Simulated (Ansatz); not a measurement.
```tsv
atom	x (Å)	y (Å)	z (Å)
Ti	0.0000	0.0000	0.0000
S	0.0000	0.0000	2.0800
```

Basis set: pcseg-2 (spherical functions). Charge 0, multiplicity 3.

Computed with Ansatz (development build ahead of 0.2.0); each method stands on the lowest determinant of its kind that the runs found. Restricted functionals stand beside restricted open-shell atoms, which can lie above the unrestricted atoms usual in DFT and then raise those values.

Give the atomization energy at this shape (free ground-state atoms in the same class of orbitals less the molecule, no zero-point energy) of triplet TiS by PBE0 (restricted open-shell), PBE (unrestricted).

| method | atomization energy |
| --- | --- |
| PBE0 (restricted open-shell) | 4.93 eV |
| PBE (unrestricted) | 5.72 eV |

Caution for PBE0 (restricted open-shell): no unrestricted run beside it, a lower state can exist. Caution for PBE (unrestricted): a free atom is spin contaminated.

The shape needn't be a minimum at these levels.
